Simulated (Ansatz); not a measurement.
`[AlH2][SiH2]S` + `BO` → `BO[SiH2]S` + `[AlH3]` at 600 K and 1 bar (cleavage of the Si–Al bond).

Calculated with Ansatz (gas phase, PBE0-D4/def2-TZVP geometries, no zero-point term in ΔE). CBS: MP2 limit from def2 TZ/QZ plus the TZ coupled-cluster correction, frozen cores. This one scheme is used for every species. Each species was taken in one conformer, which may not be the lowest.

| species | CCSD(T)/CBS energy (Eh) | H − E (kJ/mol) | S (J/(mol·K)) |
| --- | --- | --- | --- |
| `[AlH2][SiH2]S` | -931.87373 | 160.2 | 423.3 |
| `BO` | -101.80414 | 119.7 | 267.1 |
| `BO[SiH2]S` | -789.92994 | 195.7 | 422.0 |
| `[AlH3]` | -243.78045 | 74.2 | 242.3 |

H − E and S are ideal-gas, rigid-rotor, harmonic terms from PBE0-D4/def2-TZVP, for one conformer and one mirror image of each species. 1 Eh = 2625.50 kJ/mol, R = 8.31446 J/(mol·K).

**Question.** By hand: ΔE, ΔH, ΔS and ΔG.

**Answer.** ΔE = (-789.92994) + (-243.78045) − (-931.87373) − (-101.80414) = -0.03252 Eh = -85.4 kJ/mol. Δ(H − E) = 195.7 + 74.2 − 160.2 − 119.7 = -10.0, so ΔH = -95.4 kJ/mol. ΔS = 422.0 + 242.3 − 423.3 − 267.1 = -26.1 J/(mol·K). ΔG = -95.4 − 600 × (-26.1)/1000 = -79.7 kJ/mol.

**Question.** By hand: the equilibrium constant, and the temperature at which ΔG would vanish if ΔH and ΔS stayed fixed.

**Answer.** log₁₀ K = −ΔG/(RT ln 10) = 6.9. ΔG = 0 at ΔH/ΔS = 3655 K, far beyond where these terms or the molecules hold.

ΔH outweighs TΔS. A doubt of 5 kJ/mol in ΔE shifts log₁₀ K by 0.4 here. Other conformers and mirror images would add mixing entropy, several J/(mol·K) or more a flexible species. Modes under 60 cm⁻¹, often nearly free rotors, make the harmonic entropy too high. These are equilibria of isolated gas molecules and say nothing of rates. Largest T1 diagnostic: 0.014 (customary marks: 0.02 for closed shells, 0.045 for open ones).
